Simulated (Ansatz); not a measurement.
Reaction (substitution at a C–O bond): `COCBF` + H–F → `FBCF` + CH₃OH

Calculated with Ansatz (gas phase, PBE0-D4/def2-TZVP geometries, no zero-point term in ΔE). CCSD(T)/CBS is the MP2 limit (def2-TZVPP, def2-QZVPP) plus CCSD(T) − MP2 in def2-TZVPP, frozen cores. This one scheme is used for every species. Functionals use def2-TZVPP. B3LYP here is the variant with VWN-RPA as its local correlation; programs differ in this. Each species was taken in one conformer, which may not be the lowest.

(1) Is it downhill or uphill in electronic energy at CCSD(T)/CBS, and by how much? (An estimate is asked.)

(2) What do these levels give: PBE-D4, ωB97X-V, ωB97M-V, r2SCAN, B3LYP, HF/def2-TZVPP, CCSD/def2-TZVPP, HF/def2-QZVPP, SCS-MP2/def2-QZVPP, HF/CBS(def2), MP2/CBS(def2), CCSD/CBS(def2)? (Best estimate.)

Largest T1 diagnostic among the species: 0.012.

Answers

(1) The calculation gave: Uphill: ΔE = +4.1 kcal/mol.

(2) Computed: PBE-D4 2.5, ωB97X-V 2.2, ωB97M-V 2.4, r2SCAN 1.8, B3LYP 0.2, HF/def2-TZVPP -0.5, CCSD/def2-TZVPP 3.4, HF/def2-QZVPP -0.6, SCS-MP2/def2-QZVPP 3.8, HF/CBS(def2) -0.6, MP2/CBS(def2) 5.4, CCSD/CBS(def2) 3.5 kcal/mol.

In def2-TZVPP, CCSD(T) changes the Hartree–Fock value by +4.5 kcal/mol (the triples alone add +0.6 kcal/mol) and MP2 by +5.8 kcal/mol. The D4 term adds +1.7 kcal/mol with B3LYP and +0.9 kcal/mol with PBE0; it sums over pairs of atoms, weighted by their polarisabilities, and B3LYP, whose exchange is more repulsive, gets the larger term.
